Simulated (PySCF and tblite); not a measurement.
C₇H₁₁N, numbered as in [N:1]#[C:2][CH:3]1[CH2:4][CH2:5][CH2:6][CH2:7][CH2:8]1.

Geometries PBE0-D3(BJ)/def2-SVP; weights from PBE0-D3(BJ)/def2-TZVP energies and GFN2-xTB thermal corrections, with symmetry numbers and mirror pairs. Conformers within 4 kcal/mol (GFN2-xTB free energy) were kept, 5 at most. GIAO shieldings: PBE0/pcSseg-1. Shifts are against TMS (¹H), TMS (¹³C), NH3 (¹⁵N) at the same level; of two unlike H on one atom, a is the less shielded. (PySCF 2.14, tblite 0.8.)

Predict the averaged NMR shifts at 298.15 K.

¹H: 2.13 (H3, 1H), 1.70 (H5a/H7a, 2H), 1.57 (H4a/H8a, 2H), 1.50 (H4b/H8b, 2H), 1.37 (H6a, 1H), 1.32 (H6b, 1H), 1.27 (H5b/H7b, 2H) ppm. ¹³C: 127.4 (C2), 32.0 (C4/C8), 28.3 (C3), 27.6 (C6), 25.9 (C5/C7) ppm. ¹⁵N: 303.0 (N1) ppm.

How do the conformers differ?

The 6-ring runs over atoms 3–4–5–6–7–8.
```
conformer                                       shape  weight %
        1  6-ring chair (all substituents equatorial)      52.9
        2                     6-ring chair (C2 axial)      47.1
```

| signal | 1 | 2 | average |
| --- | --- | --- | --- |
| H3 | 1.86 | 2.44 | 2.13 |
| H4a/H8a | 1.84 | 1.26 | 1.57 |
| H4b/H8b | 1.26 | 1.77 | 1.50 |
| H5a/H7a | 1.66 | 1.75 | 1.70 |
| H5b/H7b | 1.10 | 1.45 | 1.27 |
| H6a | 1.10 | 1.67 | 1.37 |
| H6b | 1.54 | 1.09 | 1.32 |
| C2 | 127.5 | 127.2 | 127.4 |
| C3 | 28.8 | 27.7 | 28.3 |
| C4/C8 | 32.4 | 31.6 | 32.0 |
| C5/C7 | 27.6 | 24.1 | 25.9 |
| C6 | 27.2 | 28.1 | 27.6 |
| N1 | 300.9 | 305.3 | 303.0 |

Unscaled ¹⁵N shifts at such levels can be off by tens of ppm; differences between conformers or isomers are more reliable. Shifts are unscaled: against experiment ¹³C can be off by 15 ppm or more and ¹H by 0.8 ppm.


¹⁵N shifts are against a computed isolated NH3 molecule, about 20 ppm from the liquid.